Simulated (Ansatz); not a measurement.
`[BH2][AlH][OH]` and `[BH2][AlH][SbH2]` differ in one atom or group.

Ansatz, PBE0-D4/def2-TZVP geometries, multiplicity 1. Each molecule was computed in one conformer, which needn't be the lowest.

Elements past krypton have def2 core potentials.  Spin–orbit coupling is left out; it splits and shifts lone-pair levels of the heavy atoms by tenths of an eV.

| property | `[BH2][AlH][OH]` |
| --- | --- |
| HOMO energy (PBE0/def2-TZVPP) / eV | -7.50 |
| HOMO–LUMO gap (ωB97M-V/def2-TZVPP) / eV | 9.24 |
| LUMO energy (PBE/def2-TZVPP) / eV | -3.42 |
| LUMO energy (PBE0/def2-TZVPP) / eV | -2.37 |
| HOMO–LUMO gap (PBE/def2-TZVPP) / eV | 2.90 |
| HOMO–LUMO gap (PBE0/def2-TZVPP) / eV | 5.14 |

Give the same properties after the change, and the shifts. (Best estimate.)

Computed: 
| property | `[BH2][AlH][SbH2]` | shift |
| --- | --- | --- |
| HOMO energy (PBE0/def2-TZVPP) / eV | -6.64 | 0.86 |
| HOMO–LUMO gap (ωB97M-V/def2-TZVPP) / eV | 7.96 | -1.28 |
| LUMO energy (PBE/def2-TZVPP) / eV | -3.35 | 0.07 |
| LUMO energy (PBE0/def2-TZVPP) / eV | -2.43 | -0.06 |
| HOMO–LUMO gap (PBE/def2-TZVPP) / eV | 2.40 | -0.50 |
| HOMO–LUMO gap (PBE0/def2-TZVPP) / eV | 4.22 | -0.92 |

With PBE0 the HOMO rises by 0.86 eV and the LUMO falls by 0.06 eV, so the gap narrows by about 0.92 eV. PBE moves the HOMO by 0.56 eV and ωB97M-V by 1.12 eV. The zero-point energy changes by -0.6 kJ/mol with +3 modes.
